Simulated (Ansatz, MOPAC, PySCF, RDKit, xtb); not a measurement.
Pair of molecules: HF (SMILES F) (first 2 atoms) with C2H4 (SMILES C=C); geometry from B3LYP-D3(BJ)/def2-TZVP, rigid monomers moved along the line of their centres of mass till H2···C3 is 3.96 Å.
(charge 0, multiplicity 1):
```xyz
8

F     -0.23389     0.85647     0.58511
H     -0.16840     0.55536     1.46868
C     -0.42059    -0.32574     5.32421
C      0.62152    -1.07969     4.99145
H     -0.29794     0.69391     5.66893
H     -1.43490    -0.70279     5.27325
H      0.49944    -2.10234     4.65552
H      1.63643    -0.70560     5.05126
```

```
level                                                     interaction energy (kJ/mol)  minus MP2/CBS(aug-cc-pVDZ, aug-cc-pVTZ) + ΔCCSD(T)/aug-cc-pVDZ  cost
--------------------------------------------------------  ---------------------------  --------------------------------------------------------------  ----
UFF                                                                              -0.7                                                             3.2     -
GFN-FF                                                                           -1.9                                                             2.1     -
PM3                                                                              -0.7                                                             3.2     -
PM6                                                                              -1.1                                                             2.8     -
PM7                                                                              -2.0                                                             2.0     -
GFN2-xTB                                                                         -2.4                                                             1.5     -
HF/STO-3G (no counterpoise)                                                      -0.9                                                             3.0     -
HF/3-21G (no counterpoise)                                                       -4.1                                                            -0.2     -
HF/6-31G*                                                                        -3.7                                                             0.3     -
HF/6-31G* (no counterpoise)                                                      -4.3                                                            -0.4     -
HF/aug-cc-pVDZ                                                                   -4.2                                                            -0.3     -
HF/aug-cc-pVTZ                                                                   -4.1                                                            -0.2     -
PBE-D3(BJ)/def2-TZVPPD                                                           -4.4                                                            -0.5    ×1
PBE-D4/def2-TZVPPD                                                               -4.1                                                            -0.2    ×1
BP86/6-31G* (no counterpoise)                                                    -3.4                                                             0.5     -
r2SCAN/def2-TZVPPD                                                               -3.7                                                             0.2    ×2
r2SCAN-D3(BJ)/def2-TZVPPD                                                        -4.1                                                            -0.2    ×2
r2SCAN-D4/def2-TZVPPD                                                            -4.0                                                            -0.1    ×2
B3LYP/6-31G*                                                                     -3.1                                                             0.8     -
B3LYP/6-31G* (no counterpoise)                                                   -3.8                                                             0.2     -
B3LYP/6-311+G** (no counterpoise)                                                -3.9                                                             0.1     -
B3LYP/def2-TZVPPD                                                                -3.3                                                             0.6    ×1
B3LYP-D3(BJ)/def2-TZVPPD                                                         -4.1                                                            -0.1    ×1
B3LYP-D4/def2-TZVPPD                                                             -3.6                                                             0.3    ×1
PBE0/def2-TZVPPD                                                                 -3.9                                                             0.0    ×1
PBE0-D3(BJ)/def2-TZVPPD                                                          -4.4                                                            -0.5    ×1
PBE0-D4/def2-TZVPPD                                                              -4.2                                                            -0.3    ×1
M06-2X/6-31G* (no counterpoise)                                                  -4.3                                                            -0.3     -
wB97X-V/def2-TZVPPD                                                              -4.1                                                            -0.2    ×3
wB97M-V/def2-TZVPPD                                                              -4.1                                                            -0.2    ×3
MP2/6-31G*                                                                       -3.4                                                             0.5     -
MP2/6-31G* (no counterpoise)                                                     -4.0                                                            -0.1     -
MP2/aug-cc-pVDZ                                                                  -4.0                                                            -0.1     -
MP2/aug-cc-pVTZ                                                                  -4.0                                                            -0.1    ×3
MP2/CBS(aug-cc-pVDZ, aug-cc-pVTZ)                                                -4.1                                                            -0.2     -
SCS-MP2/aug-cc-pVDZ                                                              -3.8                                                             0.1     -
SCS-MP2/aug-cc-pVTZ                                                              -3.8                                                             0.1     -
CCSD/aug-cc-pVDZ                                                                 -3.8                                                             0.1     -
CCSD(T)/aug-cc-pVDZ                                                              -3.8                                                             0.1    ×6
MP2/CBS(aug-cc-pVDZ, aug-cc-pVTZ) + ΔCCSD(T)/aug-cc-pVDZ                         -3.9                                                             0.0    ×9
```

 The comparison column counts from a level with limits of its own.

The rows run from -4.4 (PBE0-D3(BJ)/def2-TZVPPD) to -0.7 kJ/mol (PM3). From aug-cc-pVDZ to aug-cc-pVTZ MP2 changes by 0.0. The dispersion term adds -0.4 in r2SCAN-D3(BJ), -0.3 in r2SCAN-D4, -0.7 in B3LYP-D3(BJ). The 5 functionals in def2-TZVPPD without D3 or D4 span 0.8, from wB97M-V to B3LYP.

Interaction energies are E(AB) − E(A) − E(B) at the monomers' geometry in the complex; basis-set methods are counterpoise corrected. Rows marked so take none. RDKit's UFF carries no charges.

Correlated levels freeze the cores. CBS: X⁻³ extrapolation of the correlation energy, Hartree–Fock from the larger set. Rows in 3-21G, 6-311+G**, 6-31G*, STO-3G carry no dispersion term and start afresh at each structure (6-31G* with six Cartesian d functions). MP2/6-31G* freezes PySCF's default core. The state that PM3, PM6, PM7 reach isn't checked; PM7 holds dispersion and hydrogen-bond terms.

Run with Ansatz (Gaussian orbitals); MOPAC for PM3, PM6, PM7 (differences of heats of formation); PySCF for 3-21G rows, 6-311+G** rows, 6-31G* rows, STO-3G rows, the dispersion terms; RDKit for the force fields; xtb for the GFN methods. Each number belongs to the level named beside it.

Costs are rough ratios of core time to PBE/def2-TZVPPD (about 3 s over the structures, on one shared machine); a dash marks a level with no comparable run of its own.

Ansatz is a quantum-chemistry and plane-wave program.
